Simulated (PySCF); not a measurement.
Pb(CH3)F at several levels of theory

Computed with PySCF 2.14.0 (density fitting, no spin-orbit coupling) at the geometry relaxed with B3LYP:

```xyz
6
Pb(CH3)F (singlet)
Pb   -0.0199    0.0161   -0.2112
C     1.8921   -0.0015    1.1097
H     2.7848   -0.2423    0.5098
H     2.0237    0.9959    1.5637
H     1.7754   -0.7358    1.9226
F    -1.3429   -0.0364    1.3902
```

| level | basis | state | HOMO (eV) | gap (eV) | charge on Pb1 (e) | dipole about the centre of mass (D) | largest force component (eV/Å) |
| --- | --- | --- | --- | --- | --- | --- | --- |
| B3LYP | Pb def2-SVP with ECP60, C def2-SVP, H def2-SVP, F def2-SVP | singlet | -6.28 | 3.57 | 0.69 | 3.39 | 0.03 |
| revPBE | the same | singlet | -5.31 | 2.30 | 0.64 | 3.08 | 0.42 |
| BP86 | the same | singlet | -5.49 | 2.26 | 0.63 | 3.07 | 0.24 |
| HF | the same | singlet | -8.87 | 9.06 | 0.94 | 4.10 | 0.37 |
| r2SCAN | the same | singlet | -5.65 | 2.66 | 0.71 | 3.31 | 0.16 |
| B3LYP | Pb def2-TZVP with ECP60, C def2-TZVP, H def2-TZVP, F def2-TZVP | singlet | -6.44 | 3.57 | 0.84 | 3.73 | 0.31 |

Charges are Mulliken's, which hang on the basis. The relaxation used the grid (50, 194), these runs (75, 302) or, all-electron (x2c bases, spin-free X2C Hamiltonian), (99, 590).

Q: What does B3LYP with Pb x2c-SVPall, C x2c-SVPall, H x2c-SVPall, F x2c-SVPall give here?

A: state singlet, HOMO (eV) -6.32, gap (eV) 3.58, charge on Pb1 (e) 0.73, dipole about the centre of mass (D) 3.36, largest force component (eV/Å) 0.53. Time: 16 s on 2 threads of Intel(R) Xeon(R) 6975P-C (Granite Rapids), with other jobs on the host, from free ions and atoms.

In the first row's basis the gap widens with exact exchange: 2.3 to 2.7 eV for BP86, revPBE, r2SCAN (none); 3.6 eV for B3LYP (a fixed share); 9.1 eV for Hartree–Fock (rising or full at long range).

A frequency check found unstable modes (1, the lowest at -46 cm⁻¹), so the relaxed geometry is probably a saddle point.
